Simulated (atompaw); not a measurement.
What the settings do to the PAW (atompaw) potential of Rh

Base potential:

Rh (Z = 45), PAW, made with atompaw 4.2.0.5 (PBE, scalar-relativistic). Core [Ar] 3d10 4s2, reference 4p6 4d7 5s0 5p0 (charge +2). Waves: 5s (bound, empty): rc 2.50 bohr; 5s channel at -0.4 Ry: rc 2.50 bohr; 4p (bound): rc 1.20 bohr; 5p (bound, empty): rc 1.90 bohr; 4d (bound): rc 2.50 bohr; 4d channel at 0.45 Ry: rc 1.50 bohr. Local part: bessel scheme, radius 2.25 bohr. Core correction: smooth core density matched at 2.40 bohr. Augmentation charge: sinc compensation charge, radius 2.45 bohr; PAW radius 2.50 bohr; waves and projectors: custom polynom gramschmidtortho.

Cutoffs, loose and tight: the cutoffs (Ry, on a coarse ladder) from which the occupation-weighted sum of valence levels, in a spherical-Bessel basis at the reference potential, stays within 10 and 1 mRy of its value at 400 Ry. They see the waves, projectors and local potential, not the compensation charge or the core. A dash means not determined.

A true bound ghost makes a file unfit for plane-wave use even where its test errors are small: the radial tests pick states by their node count and pass the ghost by.

| change | outcome | cutoff, loose | cutoff, tight | bound ghosts |
| --- | --- | --- | --- | --- |
| base | generated | 40 Ry | 70 Ry | none |
| all radii scaled by about 0.83 (s 2.08, p 1.00, d 2.08 bohr); local potential bessel scheme, radius 1.88 bohr; augmentation sinc compensation charge, radius 2.04 bohr; PAW radius 2.08 bohr; waves and projectors: custom polynom gramschmidtortho; core correction smooth core density matched at 2.00 bohr | generated | 80 Ry | 160 Ry | s |
| all radii scaled by about 0.88 (s 2.20, p 1.06, d 2.20 bohr); local potential bessel scheme, radius 1.98 bohr; augmentation sinc compensation charge, radius 2.14 bohr; PAW radius 2.20 bohr; waves and projectors: custom polynom gramschmidtortho; core correction smooth core density matched at 2.10 bohr | generated | 70 Ry | 120 Ry | s |
| all radii scaled by about 0.96 (s 2.40, p 1.16, d 2.40 bohr); local potential bessel scheme, radius 2.16 bohr; augmentation sinc compensation charge, radius 2.36 bohr; PAW radius 2.40 bohr; waves and projectors: custom polynom gramschmidtortho; core correction smooth core density matched at 2.30 bohr | generated | 55 Ry | 80 Ry | s |
| all radii scaled by about 1.10 (s 2.74, p 1.32, d 2.74 bohr); local potential bessel scheme, radius 2.46 bohr; augmentation sinc compensation charge, radius 2.68 bohr; PAW radius 2.74 bohr; waves and projectors: custom polynom gramschmidtortho; core correction smooth core density matched at 2.64 bohr | generated | 40 Ry | 70 Ry | none |
| all radii scaled by about 1.15 (s 2.88, p 1.38, d 2.88 bohr); local potential bessel scheme, radius 2.60 bohr; augmentation sinc compensation charge, radius 2.82 bohr; PAW radius 2.88 bohr; waves and projectors: custom polynom gramschmidtortho; core correction smooth core density matched at 2.76 bohr | generated | 35 Ry | 70 Ry | none |
| all radii scaled by about 1.22 (s 3.04, p 1.46, d 3.04 bohr); local potential bessel scheme, radius 2.72 bohr; augmentation sinc compensation charge, radius 2.98 bohr; PAW radius 3.04 bohr; waves and projectors: custom polynom gramschmidtortho; core correction smooth core density matched at 2.92 bohr | generated | 45 Ry | 70 Ry | none |
| all radii scaled by about 1.30 (s 3.24, p 1.56, d 3.24 bohr); local potential bessel scheme, radius 2.90 bohr; augmentation sinc compensation charge, radius 3.16 bohr; PAW radius 3.24 bohr; waves and projectors: custom polynom gramschmidtortho; core correction smooth core density matched at 3.10 bohr | generated | 45 Ry | 60 Ry | none |

Problem. What comes out with this change to the base: all radii scaled by about 0.74 (s 1.84, p 0.88, d 1.84 bohr); local potential bessel scheme, radius 1.66 bohr; augmentation sinc compensation charge, radius 1.80 bohr; PAW radius 1.84 bohr; waves and projectors: custom polynom gramschmidtortho; core correction smooth core density matched at 1.76 bohr?

Solution. outcome: generated; cutoff, loose: 160 Ry; cutoff, tight: 230 Ry; bound ghosts: s.

Reading the sweep of the scale of all radii (base = 1) (base included, trends over the rows without a ghost): The loose cutoff is not monotonic: lowest 35 Ry at 1.15, highest 45 Ry at 1.22. Bound ghosts are found at 0.74, 0.83, 0.88, 0.96.
